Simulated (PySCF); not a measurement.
## Cs2O, singlet: data card

Computed with PBE0/[O def2-TZVP, Cs def2-TZVP with ECP46], scalar-relativistic core potentials, density fitting, no spin–orbit coupling, PySCF.

The structure is a minimum.

```
Point group                                                                   : D∞h
Bond lengths                                                                  : O–Cs 2.386 Å (×2)
Bond angles                                                                   : Cs–O–Cs 180.0°
Principal polarisabilities                                                    : 62.3, 62.3, 235.6 bohr³
Atomisation energy without zero-point energy                                  : 486 kJ/mol
Enthalpy at 298.15 K above 0 K                                                : 15.15 kJ/mol
Rotational constants                                                          : 0.01114 cm⁻¹
Lowest empty level                                                            : -0.40 eV
Principal quadrupole moments (Buckingham, traceless) about the centre of mass : -7.50, -7.50, 15.01 D Å
Zero-point energy                                                             : 4.7 kJ/mol
Rotational symmetry number                                                    : 2
Dipole moment                                                                 : 0.00 D
Entropy at 298.15 K and 1 bar                                                 : 312.1 J/(mol K)
Highest occupied level                                                        : -3.02 eV
Heat capacity Cp at 298.15 K                                                  : 58.8 J/(mol K)
```

Harmonic modes (masses in u: O 15.995, Cs 132.905):
```tsv
symmetry	ω (cm⁻¹)	IR (km/mol, summed over degenerate members)
πu	74	114
σg+	135	0.0
σu+	503	692
```

In D∞h the vibrations span πu + σg+ + σu+. The σg+ mode carries no infrared intensity, as symmetry demands. With a centre of inversion only u modes can be infrared active and only g modes Raman active.

Charges (e):
| atom | Mulliken | Löwdin | polar tensor | Mayer order to O1 |
| --- | --- | --- | --- | --- |
| O1 | -1.12 | -0.99 | -1.72 | – |
| Cs2,3 | 0.56 | 0.50 | 0.86 | 0.63 |

Mulliken populations on O1: s 3.96, p 5.16, d 0.00, f 0.00.

Outer orbital energies (eV). occupied: -12.79, -12.75, -12.75, -12.75, -11.50, -3.47, -3.47, -3.02; empty: -0.40, -0.16, 0.46, 0.46.

Only a few start shapes were tried, so a lower isomer may exist.

The final relaxation and frequency run took 21 s on 2 threads of a shared Arm Neoverse N1 host, with 89 basis functions and 7 gradients; the process peaked at 0.81 GiB.
